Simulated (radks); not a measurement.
Ce2+, configuration [Xe] 6s1 6p1 (not the ground configuration). Method: scalar-relativistic Kohn-Sham, PBEsol, spin-unpolarised, spherical densities, finite nucleus; Fermi nuclear charge, rms radius 4.8771 fm; computed with a radial shooting solver on a logarithmic mesh with Libxc functionals.

X-ray form factor f0, the Fourier transform of the density (f0(0) = 56):

| sin(theta)/lambda (1/angstrom) | f0 (electrons) |
|---|---|
| 0.05 | 54.863 |
| 0.1 | 52.141 |
| 0.15 | 48.962 |
| 0.2 | 45.837 |
| 0.25 | 42.834 |
| 0.3 | 39.986 |
| 0.4 | 35.011 |
| 0.5 | 31.031 |
| 0.6 | 27.741 |
| 0.8 | 22.523 |
| 1 | 18.908 |
| 1.25 | 15.971 |
| 1.5 | 13.741 |
| 2 | 9.849 |
